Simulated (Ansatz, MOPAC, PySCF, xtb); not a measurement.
Pair of molecules: HCl (SMILES Cl) (first 2 atoms) with C2H2 (SMILES C#C); geometry from B3LYP-D3(BJ)/def2-TZVP, rigid monomers moved along the line of their centres of mass till H2···C4 is 3.32 Å.
(charge 0, multiplicity 1):
```xyz
6

Cl    -0.118     0.538    -0.467
H     -0.124     0.344     0.811
C     -0.555    -0.563     3.979
C      0.291     0.275     4.106
H     -1.306    -1.307     3.871
H      1.043     1.019     4.223
```

| level | interaction energy (kcal/mol) | minus CCSD(T)/CBS(aug-cc-pV(D+d)Z, aug-cc-pV(T+d)Z) | cost |
|---|---|---|---|
| GFN-FF | -1.02 | 0.44 | - |
| AM1 | -0.34 | 1.12 | - |
| HF/STO-3G (no counterpoise) | -0.71 | 0.75 | - |
| HF/6-31G* (no counterpoise) | -1.55 | -0.09 | - |
| HF/aug-cc-pV(D+d)Z | -1.13 | 0.33 | - |
| HF/aug-cc-pV(T+d)Z | -1.10 | 0.36 | - |
| PBE-D4/def2-TZVPPD | -1.69 | -0.23 | ×1 |
| BP86/6-31G* (no counterpoise) | -1.42 | 0.04 | - |
| r2SCAN-D3(BJ)/def2-TZVPPD | -1.58 | -0.12 | ×2 |
| B3LYP/6-31G* (no counterpoise) | -1.63 | -0.17 | - |
| B3LYP/6-311+G** (no counterpoise) | -1.28 | 0.18 | - |
| B3LYP-D3(BJ)/def2-TZVPPD | -1.56 | -0.10 | ×2 |
| PBE0-D4/def2-TZVPPD | -1.65 | -0.19 | ×2 |
| wB97M-V/def2-TZVPPD | -1.47 | -0.01 | ×4 |
| MP2/aug-cc-pV(D+d)Z | -1.47 | -0.01 | - |
| MP2/aug-cc-pV(T+d)Z | -1.53 | -0.07 | - |
| SCS-MP2/aug-cc-pV(D+d)Z | -1.32 | 0.14 | - |
| SCS-MP2/aug-cc-pV(T+d)Z | -1.37 | 0.09 | - |
| CCSD(T)/aug-cc-pV(T+d)Z | -1.43 | 0.03 | ×50* |
| CCSD(T)/CBS(aug-cc-pV(D+d)Z, aug-cc-pV(T+d)Z) | -1.46 | 0.00 | ×50* |

 The comparison column counts from a level with limits of its own.

The rows run from -1.69 (PBE-D4/def2-TZVPPD) to -0.34 kcal/mol (AM1). In aug-cc-pV(T+d)Z the value moves HF -1.10, MP2 -1.53, CCSD(T) -1.43, a shift of -0.32 from HF to CCSD(T). From aug-cc-pV(D+d)Z to aug-cc-pV(T+d)Z MP2 changes by -0.05.

Monomers are frozen at their geometry in the pair; levels with a basis set take the counterpoise correction. Rows marked so take none.

Cores are frozen in the correlated methods. CBS(a, b) extrapolates the correlation energy as X⁻³ and adds the Hartree–Fock energy of set b. Rows in 6-311+G**, 6-31G*, STO-3G carry no dispersion term and start afresh at each structure (6-31G* with six Cartesian d functions). The state that AM1 reach isn't checked.

Run with Ansatz (Gaussian orbitals); MOPAC for AM1 (differences of heats of formation); PySCF for 6-311+G** rows, 6-31G* rows, STO-3G rows, the dispersion terms; xtb for the GFN methods. Values without a source in brackets are computed.

Costs are rough ratios of core time to PBE/def2-TZVPPD (about 2.2 s over the structures, on one shared machine); a dash marks a level with no comparable run of its own. A star marks coupled-cluster runs past 200 virtual orbitals, where the program's memory plan changes under this machine's limit, so their costs aren't comparable with smaller runs.

Ansatz is a quantum-chemistry and plane-wave program.
